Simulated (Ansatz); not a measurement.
Input for Ansatz (a quantum-chemistry and plane-wave program): U-HF/def2-TZVPP on CH2F (SMILES [CH2]F), 2S+1 = 2, atoms moved off the minimum.

Ansatz 0.2 input:
```yaml
crystal:
  periodic: [false, false, false]
  atoms:
    - {symbol: C, position_ang: [-0.64749059, 0.24527832, 0.07763353]}
    - {symbol: F, position_ang: [0.67051387, -0.12825142, -0.09520277]}
    - {symbol: H, position_ang: [-1.10066716, -0.77051676, -0.24450551]}
    - {symbol: H, position_ang: [-0.99874845, 1.03547450, -0.01660175]}
basis:
  gaussian:
    orbitals: def2-TZVPP
hamiltonian:
  xc: {name: HF}
magnetization: {spin_polarized: true, initial_magnetization: 1}
output: {forces: true}
```

The log:

```
WARN ansatz: RAYON_NUM_THREADS=1 ignored (pool sized by the plan → 1); use --threads N
Functional definition: HF
integrals: 0.01 GiB planned
548 factors; their error is unknown
mean field: 0.14 GiB planned
mean field evaluation 1: about -3765.1278 eV, gradient 1.4e1 eV
mean field evaluation 2: about -3765.9149 eV, gradient 6.2e0 eV
mean field evaluation 4: about -3766.0952 eV, gradient 7.8e-1 eV
mean field evaluation 8: about -3766.1084 eV, gradient 4.8e-2 eV
mean field -3766.17925094 eV, -138.4045346640 hartree, gradient 1.4e-5 eV, S^2 0.761148; 0 other end points of the search recorded, 0 dependent functions left out
the calculation of the forces begins
reference -3766.17925094 eV, -138.4045346640 hartree; 9, 8 occupied and 81, 82 virtual orbitals, 548 factors
Total energy: -3766.17925094 eV, -138.4045346640 hartree
Atom 0 at    -0.647491     0.245278     0.077634 Å, force     6.082092   -18.554935     0.450328 eV/Å
Atom 1 at     0.670514    -0.128251    -0.095203 Å, force    -0.950688     2.398583     0.419953 eV/Å
Atom 2 at    -1.100667    -0.770517    -0.244506 Å, force    -0.498627     2.801109     0.958414 eV/Å
Atom 3 at    -0.998748     1.035475    -0.016602 Å, force    -4.632776    13.355243    -1.828695 eV/Å
Dipole moment:    -0.345377     0.132774    -0.038206 e Å
```

Self-consistency was reached.

Cost: about 0.8 core-seconds (a rough figure).
